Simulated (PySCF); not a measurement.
C₃H₃ClN₃ (charge -1).
Numbering: `[CH3:1][c:2]1[n:3][n:4][n-:5][c:6]1[Cl:7]` (hydrogens: H8, H9, H10 on C1)

Cartesian coordinates in Å at the GFN2-xTB level; atoms count from 1:
```
atom  x, y, z in Å
C1    -1.4097   -0.2832   -0.0130
C2     0.0787   -0.2573    0.0277
N3     0.8616   -1.3384    0.1661
N4     2.1171   -0.9315    0.1591
N5     2.2115    0.3739    0.0220
C6     0.9554    0.8187   -0.0620
Cl7    0.5554    2.4898   -0.2522
H8    -1.7773    0.1309   -0.9551
H9    -1.7553   -1.3109    0.0833
H10   -1.8285    0.3128    0.8016
```

Computed at PBE0/pcSseg-1 (PySCF, non-relativistic), with Q(14N) = 0.02044 b, Q(35Cl) = −0.0817 b: N3, 14N (I = 1): χzz = -4.463 MHz, η = 0.269; N4, 14N (I = 1): χzz = -4.536 MHz, η = 0.634; N5, 14N (I = 1): χzz = -4.549 MHz, η = 0.300; Cl7, 35Cl (I = 3/2): χzz = -68.11 MHz, η = 0.024.

(1) Find the zero-field quadrupole resonance frequencies of 14N at N3.

(2) Find the zero-field quadrupole resonance frequencies of 14N at N4.

(3) Find the zero-field quadrupole resonance frequencies of 14N at N5.

(4) Where would the pure quadrupole (NQR) lines of 35Cl at Cl7 fall for the rigid, isolated species?

(5) Apply the simplest Townes–Dailey estimate (no s hybridisation, no π bonding), ionic character = 1 − χzz/χ0, where χ0 is the coupling for one missing p electron along the bond: −109.74 MHz for 35Cl.

Results:

(1) From ν± = (3/4)|χ|(1 ± η/3) and ν0 = |χ|η/2: ν+ 3.647 MHz, ν− 3.047 MHz, ν0 0.600 MHz (ring nitrogen).

(2) From ν± = (3/4)|χ|(1 ± η/3) and ν0 = |χ|η/2: ν+ 4.122 MHz, ν− 2.683 MHz, ν0 1.439 MHz (ring nitrogen).

(3) From ν± = (3/4)|χ|(1 ± η/3) and ν0 = |χ|η/2: ν+ 3.752 MHz, ν− 3.071 MHz, ν0 0.682 MHz (two-coordinate ring nitrogen).

(4) From ν = (|χ|/2)√(1 + η²/3): ν = 34.06 MHz (aryl chlorine). For 37Cl the ratio of quadrupole moments, 0.7881, gives 26.84 MHz.

(5) Cl7 on C6: 1 − (-68.11)/(-109.74) = 0.38. In this model a purely covalent bond gives χ0 and a free halide ion gives zero; s hybridisation or π bonding, where present, is counted here as ionic character.

In a crystal, neighbours and librations shift these lines. The pcSseg-1 basis has no diffuse functions, a weakness for an anion. GFN2-xTB bond lengths can be off by several hundredths of an ångström, more for odd bonds, and the gradients follow them. A larger basis could move these couplings by a tenth or more.
